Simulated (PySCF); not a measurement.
**Electronic structure of Cu(2+) (copper, charge +2) at the LC-wPBE level**

Configuration: [Ar] 3d8 4s1, high-spin 4F determinant (an excited configuration). Computed with PySCF 2.14 in aug-cc-pVDZ-PP with ECP10MDF, with scalar relativity through the core potential.

- Total energy: -195.9928 hartree
- One-electron energy: -333.4430 hartree
- Hartree (Coulomb) energy: 155.4904 hartree
- Exchange-correlation energy: -18.0402 hartree
- ⟨S²⟩: 3.7503
- ⟨L²⟩: 12.007
- Sum of ⟨r⟩: 15.06 bohr
- Sum of ⟨r²⟩: 18.39 bohr²

```
shell  electrons  mean orbital energy (eV)  spread (eV)  rms radius, mean of both spins (bohr)
 3s α          1                   -156.18            0                                  0.762
 3s β          1                   -153.17            0                                  0.762
 3p α          3                   -112.83            0                                  0.805
 3p β          3                   -109.66            0                                  0.805
 3d α          5                   -43.521        1.665                                  0.975
 3d β          3                   -41.297            0                                  0.975
 4s α          1                   -28.868            0                                   2.40
```

Energies and moments cover only the electrons outside the core potential.
